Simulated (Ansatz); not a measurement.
H7SSbSi2 (`[SiH3][S][SbH][SiH3]`), relaxed with RKS PBE-D4/def2-SVP in the Gaussian-basis code of Ansatz from a rough embedded geometry. The force threshold is 0.03 eV/Å; the program also tests the step.

The species carries charge 0 and has multiplicity 1. Sb: def2 effective core potential.

Start:

```xyz
11

Si    0.582   -1.174    1.741
S     1.509    0.556    0.960
Sb   -0.664    1.505    0.383
Si   -0.722    0.442   -1.800
H    -0.162   -1.914    0.665
H     1.667   -2.146    2.241
H    -0.308   -0.879    2.865
H     0.049    2.981   -0.222
H     0.681    0.587   -2.444
H    -0.957   -1.003   -1.684
H    -1.675    1.046   -2.705
```

| step | energy (eV) | largest force (eV/Å) | largest move (Å) |
| --- | --- | --- | --- |
| 1 | -33221.2775 | 2.452 | 0.000 |
| 2 | -33221.5914 | 0.687 | 0.193 |
| 3 | -33221.6465 | 0.175 | 0.075 |
| 4 | -33221.6534 | 0.042 | 0.089 |
| 5 | -33221.6571 | 0.053 | 0.075 |
| 6 | -33221.6594 | 0.045 | 0.057 |
| 7 | -33221.6605 | 0.029 | 0.041 |
| 8 | -33221.6613 | 0.036 | 0.044 |
| 9 | -33221.6625 | 0.030 | 0.038 |
| 10 | -33221.6637 | 0.076 | 0.105 |
| 11 | -33221.6641 | 0.057 | 0.022 |
| 12 | -33221.6645 | 0.017 | 0.013 |

End:

```xyz
11

Si    0.602   -1.301    1.934
S     1.417    0.384    0.863
Sb   -0.755    1.533    0.365
Si   -0.668    0.553   -2.051
H    -0.339   -2.110    1.078
H     1.779   -2.153    2.320
H    -0.146   -0.880    3.172
H     0.085    2.960   -0.152
H     0.652    0.858   -2.701
H    -0.839   -0.937   -1.919
H    -1.788    1.093   -2.908
```

It took 21 s on 4 threads of a server CPU on a shared host, with 0.19 GiB of host memory at the peak.
